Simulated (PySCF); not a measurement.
# How methods differ on the fine-structure interval of Nd(33+)

Nd(33+) [Ar] 3d9 [3d3/2^4 3d5/2^5, M_J = 5/2] → Nd(33+) [Ar] 3d9 [3d3/2^3 3d5/2^6, M_J = 3/2], as a difference of total energies. Computed with PySCF 2.14 in an uncontracted even-tempered set (16 s from 5.9 bohr⁻², ratio 2.8; 12 p from 7.6 bohr⁻², ratio 2.8; 8 d from 7.6 bohr⁻², ratio 2.8; 3 f from 31 bohr⁻², ratio 3), with the two-component X2C-1e Hamiltonian. Correlated levels: [Ne] frozen; the 74 highest virtual spinors dropped. "Screened" scales the spin-orbit matrix elements by Boettger's factors to mimic the two-electron term; Breit and QED terms are absent.

```json
{"method": "GHF (screened spin-orbit)", "fine-structure interval (cm⁻¹)": "193850"}
{"method": "GMP2 (screened spin-orbit)", "fine-structure interval (cm⁻¹)": "193600"}
{"method": "GHF (bare spin-orbit)", "fine-structure interval (cm⁻¹)": "232900"}
```
